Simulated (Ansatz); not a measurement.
The cluster TlCl₂, relaxed as a quartet with UKS r2SCAN-D4/def2-TZVP in Ansatz, starting from the r2SCAN-D4/def2-TZVP geometry of the neutral doublet. Force threshold 0.02 eV/Å.

In the def2 sets Tl takes a core potential; there is no spin–orbit coupling. At r2SCAN-D4/def2-TZVP a doublet of charge 0 lies 5.05 eV below the quartet, each at its own geometry. The structure comes from a short search, and lower isomers may exist.

Start:

```csv
atom,x (Å),y (Å),z (Å)
Tl1,0.1902,-0.1118,-0.6811
Cl2,-0.3675,-2.1352,0.6243
Cl3,0.1773,2.2470,0.0568
```

**Question.** Estimate the energy that the relaxation releases and the steps that it takes.

**Answer.** 0.23 eV, in 10 steps; 33 s on 4 threads of Arm Neoverse V2 on a shared host. The force fell under the threshold at step 7, but the optimiser went on. No frequencies were taken in this run, so the end may be a saddle point.

**Question.** Does the start keep its bonding and symmetry?

**Answer.** By distances, no bond broke or formed. The bond that changes most is Tl1–Cl3, from 2.47 to 2.64 Å (atoms count from 1). Point group C2v at the start, C2v at the end, both within 0.05 Å.

**Question.** Predict the relaxed structure.

**Answer.** 
Cartesian coordinates in Å:
```
Tl 0.085 -0.050 -0.304
Cl -0.360 -2.532 0.483
Cl 0.275 2.582 -0.179
```
Bond lengths: 2 × Cl–Tl 2.64 Å.
